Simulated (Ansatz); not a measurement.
Ideal-gas functions of BFH2O2, SMILES `OB(O)F` at 600 K and 1 bar, from an Ansatz frequency run at PBE0-D4/def2-TZVP.

Molar mass 63.82 g/mol, point group Cs (symmetry number 1), electronic degeneracy 1, moments of inertia 49.38, 50.718, 100.098 u Å². Harmonic wavenumbers (cm⁻¹, unscaled): 427, 462, 485, 554, 683, 888, 1009, 1015, 1453, 1502, 3902, 3906.

Use S(trans) = R[1.5 ln M + 2.5 ln T − 1.1517]; rotational temperatures θ = 24.2544 K / I; S(rot) = R[ln(√π/σ · √(T³/θAθBθC)) + 1.5]; for each mode x = 1.438777 ν̃/T, S = R[x/(eˣ − 1) − ln(1 − e⁻ˣ)] and H = RT x/(eˣ − 1); 1 cm⁻¹ = 0.0119627 kJ/mol; R = 8.31446 J/(mol·K).

By hand: the entropy, in J/(mol·K).

Translation 175.2. Rotation: θ = 0.4912, 0.4782, 0.2423 K, giving 108.9. Vibration, mode by mode: 8.47, 7.88, 7.51, 6.54, 5.08, 3.44, 2.74, 2.71, 1.18, 1.07, 0.01, 0.01, in all 46.6. Electronic 0.0. Sum 330.7 J/(mol·K).

By hand: H − E and G − E in kJ/mol, counted from the electronic energy.

Zero-point energy ½ × 16286 × 0.0119627 = 97.4; thermal vibration 17.4; translation, rotation and pV give 4 RT = 20.0. H − E = 134.8 kJ/mol, and G − E = 134.8 − 600 × 330.7/1000 = -63.6 kJ/mol.

Vibration gives 14 % of the entropy. The sum counts one conformer and one mirror image; others add a mixing term.
